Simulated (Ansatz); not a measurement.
**Reading a saddle point**

A first-order saddle point of AlH₅SO₂, closed shell, PBE0-D4/def2-TZVP, with one imaginary mode of 955i cm⁻¹:

Al1  (-0.312, 0.093, 0.214)
H2  (-0.431, 1.362, -0.903)
O3  (-0.859, -1.399, -0.388)
O4  (-0.560, 0.747, 1.756)
H5  (0.723, 1.100, -0.956)
S6  (1.959, 0.219, -0.505)
H7  (-1.759, -1.708, -0.317)
H8  (-0.450, 0.262, 2.571)
H9  (1.687, -0.676, -1.472)
(Å)

Program: Ansatz 0.2.0. Basis: def2-TZVPP and def2-QZVPP. Cores are frozen in the correlated methods. Extrapolation: Hartree–Fock as exp(−7.88 √X), correlation as X^−2.97.

Which contacts change along the imaginary mode, and what lies on either side? (Judge from chemistry; the calculation decides.)

Computed: The step is AlH₃O₂ ([OH][AlH][OH]) + H₂S → AlH₃SO₂ ([OH][Al]([OH])[SH]) + H₂, with the molecules in contact on both sides. Shortening one way: Al1–S6, H2–H5; lengthening the same way: Al1–H2, H5–S6.
```csv
pair,one side (Å),saddle (Å),other side (Å)
Al1–S6,2.57,2.39,2.18
H2–H5,3.26,1.18,0.75
Al1–H2,1.59,1.70,2.49
H5–S6,1.34,1.58,3.40
```

Which side is lower, and how far does the saddle lie above each? (To be estimated.)

The calculation gives: The side with Al1–S6, H2–H5 short is lower by 13.40 kcal/mol; the saddle lies 31.23 kcal/mol above it and 17.83 kcal/mol above the other (CCSD(T) at an estimated basis limit (MP2 extrapolated from triple and quadruple zeta, plus CCSD(T) − MP2 in triple zeta); electronic energies).

T1 diagnostic: at most 0.013.

Exchanges of this kind with a chalcogen hydride build sulfide and selenide films.

Labels in which every atom is bracketed show which atoms are joined, not bond orders.

For scale, one of the runs: CCSD(T)/def2-TZVPP, 216 basis functions, launched by `ansatz run in.yaml --threads 4 --pin off --events-out ev --progress --plain --max-ram 9574MiB`. Hardware: 4 CPU threads of an Intel Xeon, shared host. Wall time 76 s; peak host memory 3.1 GiB.
